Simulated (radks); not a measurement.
Valence configurations of neutral praseodymium (all share [Xe]). All-electron calculation, scalar-relativistic Kohn-Sham, BLYP, spin-polarised, spherical densities, point nucleus; open shells are filled with parallel spins first (spin-orbit coupling, left out, can overturn this in heavy ions). Program: a radial shooting solver on a logarithmic mesh with Libxc functionals. Energies are relative to 4f3 6s2; eigenvalues in eV for spin up.

valence          E (eV)  moment (Bohr magnetons)    e(4f)   e(5d)   e(6p)   e(6s)
4f3 6s2           0.000                        3   -1.585       -       -  -3.364
4f1 6s2 6p2      15.619                        3  -19.125       -  -3.025  -6.586
4f1 5d1 6s2 6p1  10.853                        3  -15.771  -6.362  -2.214  -5.398
4f3 5d1 6s1       1.119                        5   -0.459  -1.462       -  -3.177
4f3 6s1 6p1       1.901                        5   -2.655       -  -1.783  -4.246
5d2 6s2 6p1      22.975                        3        -  -7.698  -2.292  -5.690
4f2 5d1 6s2       1.486                        3   -6.554  -3.071       -  -3.779
4f1 5d2 6s2       7.341                        3  -12.448  -4.198       -  -4.089
4f1.5 5d1.5 6s2   3.816                        3   -9.412  -3.634       -  -3.947

NIST lists [Xe] 4f3 6s2 as the ground configuration; this level of theory agrees among the configurations tried. The energies are those of spherical high-spin densities, not of single terms. No valid solution was reached for [Xe] 4f3.5 6s1.5.
